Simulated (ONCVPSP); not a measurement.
Potentials for rhenium compared

Generated with ld1.x 7.5 (TM, RRKJ, ultrasoft, PAW), atompaw 4.2 or ONCVPSP 4.0.1. The cutoff is in Ry: for ld1.x and atompaw files where the sum of valence levels is converged to 10 mRy in a Bessel basis, for ONCV files where the hardest occupied wave has 1 mHa per electron of residual kinetic energy. The error is the largest all-electron minus pseudo excitation energy over each file’s own four to seven test configurations (ionisations up to +4, promotions, holes and added fractions of an electron), all of which were solved. The labels leave out finer settings (local radius, basis sizes, second energies), which also bear on the numbers. Spin-polarised tests are not counted. The rows are a selection from randomly drawn settings: files with unsolved tests, undetermined cutoffs or missed reference levels are left out.

A true bound ghost makes a file unfit for plane-wave use even where its test errors are small: the radial tests pick states by their node count and pass the ghost by.

| potential | cutoff (Ry) | largest error (meV) | bound ghosts |
| --- | --- | --- | --- |
| ONCV, PW91, scalar-relativistic, rc 3.82/2.90/2.20 (spd), local d, core correction no, reference 5d5 6s1.75, qcut 2.1/2.3/7.2, projectors 2/1/0 | 31 | -803 | s, p |
| ONCV, PBEsol, scalar-relativistic, rc 1.80/1.35/2.40 (spd), local smoothed, core correction no, reference 5s2 5p6 5d5.5 6s1.5, qcut 7.9/7.2/6.1, projectors 2/3/1 | 54 | -395 | none |
| ONCV, PBE, scalar-relativistic, rc 2.00/1.90/2.00/0.60 (spdf), local smoothed, core correction yes, reference 4f14 5s2 5p6 5d5 6s2, qcut 5.9/6/8.6/28.8, projectors 2/2/2/1 | 701 | -18 | s, p, d |
| ONCV, LDA (Perdew-Wang 92), scalar-relativistic, rc 1.55/2.40/2.50 (spd), local smoothed, core correction no, reference 5s2 5p6 5d5 6s1.75 6p0.25, qcut 9.4/5.8/5.1, projectors 2/2/2 | 56 | -3.8 | none |
| ONCV, PBE, fully relativistic, rc 2.50/1.85/2.35 (spd), local smoothed, core correction yes, reference 5p6 5d5 6s2, qcut 2.7/6.5/7.8, projectors 2/2/2 | 32 | +45 | s |

Problem. Fill in the row for Re: ONCV, PW91, scalar-relativistic, rc 2.70/2.05/1.85/1.85 (spdf), local f, core correction yes, reference 5p6 5d5 6s1 6p1, qcut 2.4/7.4/5.3/6, projectors 2/2/2/0.

Solution. cutoff 30 Ry, largest error -367 meV, bound ghosts: none.
